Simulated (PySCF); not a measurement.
Record of a relaxation.

Compound: (H2In-mu-SbH2)2.
Bonds: In1–Sb4, In1–Sb8, Sb4–In5, In5–Sb8. Hydrogens: H2, H3 on In1; H9, H10 on Sb4; H6, H7 on In5; H11, H12 on Sb8.

Method: PySCF 2.14.0, PBE0-D3(BJ)/def2-SVP geometry optimisation, gas phase, def2 core potentials past Kr; density fitting, grid level 1; the optimiser is geomeTRIC in internal coordinates, started from a GFN2-xTB structure with every atom displaced at random (about 0.03 Å). 12 of its 21 geometries are shown. The frame can shift and turn from step to step; on so coarse a grid that alone can change the energy by a few meV, and forces under 0.02 eV/Å are noise.

Step 0: E = -23551.5945 eV, largest atomic force 2.095 eV/Å
```
atom  x, y, z in Å  |  force x, y, z in eV/Å
In1    -0.895   -1.028   -0.691   -0.411   0.464  -2.001
H2     -1.009   -0.142   -2.301   -0.183  -0.271   0.825
H3      0.146   -2.305   -0.953    0.505  -0.899   0.119
Sb4    -2.296   -0.335    1.551   -1.266  -0.066   0.172
In5     0.962    0.905    0.690   -0.443   0.750   1.700
H6      0.999    0.072    2.281    0.286   0.022  -0.520
H7     -0.144    2.273    0.997    0.331  -0.147  -0.366
Sb8     2.437    0.353   -1.577   -0.139  -0.277  -0.486
H9     -2.947   -1.963    1.596    0.462   0.214   0.044
H10    -3.724   -0.017    0.538    0.714   0.125   0.276
H11     3.726    0.100   -0.505    0.259  -0.206   0.274
H12     2.861    2.004   -1.576   -0.115   0.291  -0.037
```

Step 2: E = -23552.3509 eV, largest atomic force 0.654 eV/Å
```
atom  x, y, z in Å  |  force x, y, z in eV/Å
In1    -0.880   -1.082   -0.887    0.577  -0.234  -0.198
H2     -1.179   -0.135   -2.289   -0.167   0.021  -0.195
H3      0.124   -2.525   -0.916   -0.287   0.164   0.046
Sb4    -2.242   -0.312    1.473    0.114   0.123   0.114
In5     0.914    1.015    0.920   -0.392  -0.063   0.299
H6      1.205    0.051    2.321    0.163   0.024   0.100
H7     -0.060    2.441    0.940    0.076   0.130  -0.009
Sb8     2.249    0.324   -1.468    0.022  -0.075  -0.103
H9     -2.684   -1.971    1.489   -0.010  -0.029  -0.028
H10    -3.509    0.099    0.389    0.002  -0.034  -0.013
H11     3.576    0.005   -0.417   -0.069   0.018  -0.026
H12     2.602    2.009   -1.503   -0.029  -0.045   0.015
```

Step 4: E = -23552.5359 eV, largest atomic force 0.427 eV/Å
```
atom  x, y, z in Å  |  force x, y, z in eV/Å
In1    -0.820   -1.106   -1.034    0.254   0.328  -0.099
H2     -1.310   -0.220   -2.447   -0.020  -0.094   0.108
H3      0.016   -2.608   -0.971   -0.028  -0.093   0.021
Sb4    -2.094   -0.269    1.416    0.033   0.025   0.002
In5     0.834    1.041    1.063   -0.234  -0.204  -0.036
H6      1.314    0.138    2.457    0.060   0.048  -0.024
H7     -0.004    2.552    1.020    0.068   0.025  -0.012
Sb8     2.133    0.278   -1.408   -0.160  -0.051  -0.006
H9     -2.472   -1.943    1.429   -0.016   0.024  -0.021
H10    -3.354    0.131    0.325    0.003  -0.040   0.023
H11     3.440   -0.039   -0.352    0.029   0.004   0.040
H12     2.434    1.962   -1.446    0.012   0.027   0.004
```

Step 5: E = -23552.5670 eV, largest atomic force 0.300 eV/Å
```
atom  x, y, z in Å  |  force x, y, z in eV/Å
In1    -0.781   -1.087   -1.061    0.203   0.209   0.072
H2     -1.325   -0.239   -2.457   -0.047   0.013  -0.010
H3     -0.004   -2.619   -0.978   -0.005  -0.079   0.032
Sb4    -2.071   -0.262    1.406   -0.042   0.014  -0.009
In5     0.808    1.037    1.091   -0.195  -0.156  -0.069
H6      1.354    0.165    2.477    0.037   0.006  -0.017
H7      0.030    2.577    1.037    0.041   0.012  -0.022
Sb8     2.089    0.262   -1.397   -0.040  -0.020  -0.034
H9     -2.426   -1.939    1.399   -0.001   0.015  -0.011
H10    -3.330    0.127    0.307    0.045  -0.028   0.038
H11     3.392   -0.054   -0.336    0.005   0.000   0.024
H12     2.381    1.947   -1.436   -0.002   0.014   0.004
```

Step 7: E = -23552.6436 eV, largest atomic force 0.346 eV/Å
```
atom  x, y, z in Å  |  force x, y, z in eV/Å
In1    -0.635   -0.967   -1.050    0.027  -0.248   0.113
H2     -1.349   -0.204   -2.402   -0.081   0.114  -0.095
H3     -0.046   -2.589   -0.907   -0.014   0.097   0.015
Sb4    -2.073   -0.251    1.451   -0.146   0.014   0.196
In5     0.678    0.940    1.066   -0.055   0.093   0.063
H6      1.400    0.153    2.412    0.025  -0.078  -0.005
H7      0.088    2.556    0.981   -0.014   0.013  -0.045
Sb8     2.073    0.244   -1.446    0.276  -0.010  -0.209
H9     -2.311   -1.937    1.324    0.049  -0.047  -0.030
H10    -3.267    0.098    0.283    0.022   0.032  -0.075
H11     3.279   -0.067   -0.271   -0.050   0.024   0.013
H12     2.277    1.941   -1.390   -0.037  -0.003   0.060
```

Step 9: E = -23552.6820 eV, largest atomic force 0.196 eV/Å
```
atom  x, y, z in Å  |  force x, y, z in eV/Å
In1    -0.592   -0.935   -1.039   -0.025  -0.120  -0.106
H2     -1.401   -0.186   -2.363    0.020   0.030   0.051
H3     -0.086   -2.574   -0.864    0.027   0.024   0.000
Sb4    -2.105   -0.268    1.498   -0.070   0.017   0.102
In5     0.623    0.903    1.049    0.007   0.139   0.138
H6      1.432    0.128    2.359   -0.015  -0.033  -0.049
H7      0.110    2.546    0.928   -0.006  -0.033  -0.023
Sb8     2.131    0.259   -1.489    0.047  -0.051  -0.119
H9     -2.251   -1.958    1.277    0.034  -0.006  -0.026
H10    -3.221    0.079    0.249    0.026   0.010  -0.039
H11     3.242   -0.036   -0.222   -0.022   0.019   0.026
H12     2.234    1.959   -1.329   -0.024   0.004   0.046
```

Step 11: E = -23552.6847 eV, largest atomic force 0.311 eV/Å
```
atom  x, y, z in Å  |  force x, y, z in eV/Å
In1    -0.560   -0.965   -1.078    0.183   0.056   0.012
H2     -1.416   -0.168   -2.331   -0.046   0.002  -0.034
H3     -0.055   -2.592   -0.862   -0.011  -0.039  -0.015
Sb4    -2.069   -0.267    1.510   -0.291  -0.111   0.003
In5     0.559    0.896    1.077    0.141   0.034  -0.076
H6      1.412    0.078    2.319    0.078   0.008   0.040
H7      0.049    2.525    0.903    0.034   0.072   0.004
Sb8     2.145    0.285   -1.503   -0.096  -0.010   0.054
H9     -2.142   -1.951    1.210    0.001  -0.010   0.000
H10    -3.096    0.095    0.188   -0.009  -0.006   0.025
H11     3.164    0.008   -0.156    0.016  -0.013   0.002
H12     2.126    1.974   -1.227    0.000   0.018  -0.015
```

Step 13: E = -23552.7000 eV, largest atomic force 0.065 eV/Å
```
atom  x, y, z in Å  |  force x, y, z in eV/Å
In1    -0.528   -0.944   -1.068   -0.017   0.001  -0.019
H2     -1.411   -0.175   -2.329   -0.007  -0.004   0.019
H3     -0.048   -2.582   -0.869    0.005  -0.031   0.001
Sb4    -2.120   -0.304    1.502   -0.003   0.000  -0.015
In5     0.564    0.911    1.100   -0.031  -0.003   0.010
H6      1.457    0.117    2.337   -0.002   0.002  -0.010
H7      0.088    2.556    0.927    0.005  -0.003   0.001
Sb8     2.125    0.285   -1.498    0.050   0.042   0.006
H9     -2.146   -1.984    1.171   -0.003  -0.002  -0.004
H10    -3.122    0.059    0.163    0.000  -0.007   0.012
H11     3.151    0.004   -0.157    0.005  -0.003   0.003
H12     2.105    1.975   -1.228   -0.003   0.009  -0.003
```

Step 15: E = -23552.7011 eV, largest atomic force 0.035 eV/Å
```
atom  x, y, z in Å  |  force x, y, z in eV/Å
In1    -0.484   -0.953   -1.093    0.007  -0.019   0.002
H2     -1.412   -0.194   -2.327    0.006   0.000   0.002
H3     -0.009   -2.598   -0.897    0.007   0.034   0.000
Sb4    -2.131   -0.351    1.484    0.006  -0.016  -0.008
In5     0.518    0.904    1.118    0.018   0.011  -0.003
H6      1.450    0.122    2.333   -0.011  -0.002   0.002
H7      0.052    2.552    0.947   -0.008  -0.009   0.003
Sb8     2.148    0.348   -1.478   -0.020  -0.001   0.019
H9     -2.109   -2.021    1.111    0.000  -0.007  -0.005
H10    -3.108    0.021    0.130   -0.007   0.000  -0.003
H11     3.137    0.058   -0.112    0.000   0.009  -0.010
H12     2.062    2.029   -1.164    0.001   0.000   0.002
```

Step 16: E = -23552.7015 eV, largest atomic force 0.033 eV/Å
```
atom  x, y, z in Å  |  force x, y, z in eV/Å
In1    -0.470   -0.955   -1.099    0.002  -0.014   0.022
H2     -1.402   -0.195   -2.327    0.004  -0.001  -0.011
H3      0.023   -2.594   -0.904    0.006   0.032  -0.004
Sb4    -2.134   -0.374    1.472    0.007  -0.014   0.000
In5     0.506    0.904    1.124    0.022   0.005  -0.015
H6      1.437    0.120    2.337   -0.008   0.000   0.008
H7      0.025    2.548    0.955   -0.009  -0.004   0.006
Sb8     2.151    0.373   -1.467   -0.025  -0.010   0.002
H9     -2.103   -2.042    1.091    0.001  -0.008  -0.009
H10    -3.117    0.002    0.124   -0.001  -0.001  -0.007
H11     3.145    0.080   -0.105   -0.001   0.013  -0.002
H12     2.056    2.051   -1.149    0.002   0.003   0.009
```

Step 18: E = -23552.7024 eV, largest atomic force 0.038 eV/Å
```
atom  x, y, z in Å  |  force x, y, z in eV/Å
In1    -0.445   -0.956   -1.105   -0.029   0.011   0.023
H2     -1.379   -0.202   -2.335    0.004  -0.005  -0.013
H3      0.092   -2.579   -0.919    0.012  -0.006  -0.004
Sb4    -2.138   -0.430    1.450    0.010  -0.003   0.005
In5     0.484    0.906    1.135    0.018  -0.006  -0.018
H6      1.411    0.122    2.352   -0.004   0.002   0.007
H7     -0.034    2.538    0.980   -0.010   0.001   0.007
Sb8     2.147    0.423   -1.447   -0.004   0.000  -0.011
H9     -2.085   -2.092    1.042    0.000  -0.004  -0.010
H10    -3.128   -0.044    0.109    0.007  -0.004  -0.003
H11     3.154    0.133   -0.095   -0.003   0.007   0.008
H12     2.035    2.098   -1.116   -0.002   0.007   0.009
```

Step 20: E = -23552.7031 eV, largest atomic force under 0.02 eV/Å
```
atom  x, y, z in Å  |  force x, y, z in eV/Å
In1    -0.429   -0.960   -1.108   -0.015   0.003   0.006
H2     -1.362   -0.222   -2.350    0.002  -0.003  -0.004
H3      0.155   -2.569   -0.936    0.008  -0.003   0.000
Sb4    -2.132   -0.483    1.436    0.004  -0.003   0.000
In5     0.470    0.904    1.142    0.011   0.001  -0.004
H6      1.397    0.129    2.365   -0.001   0.002  -0.002
H7     -0.092    2.525    1.009   -0.005  -0.003   0.003
Sb8     2.139    0.477   -1.434    0.001   0.005   0.000
H9     -2.062   -2.136    0.995   -0.002  -0.002  -0.003
H10    -3.125   -0.086    0.100    0.003   0.000   0.003
H11     3.153    0.192   -0.086   -0.002   0.001   0.001
H12     2.002    2.147   -1.083   -0.003   0.003   0.000
```

Problem. Summarise the path.

Solution. The energy falls by 106.96 kJ/mol from step 0 to step 20; nine tenths of that is first reached at step 6. It rises by more than 0.2 meV at steps 8 and 11. The largest force goes from 2.095 to under 0.02 eV/Å. Among the bonds In1–Sb8 changes most, from 3.715 to 2.961 Å; the atoms move by 0.570 Å rms after alignment.

What follows is the cost of the whole optimisation. Time: 6.3 min; peak memory 0.61 GiB. Hardware: one thread of an Arm Neoverse V1 (shared host).
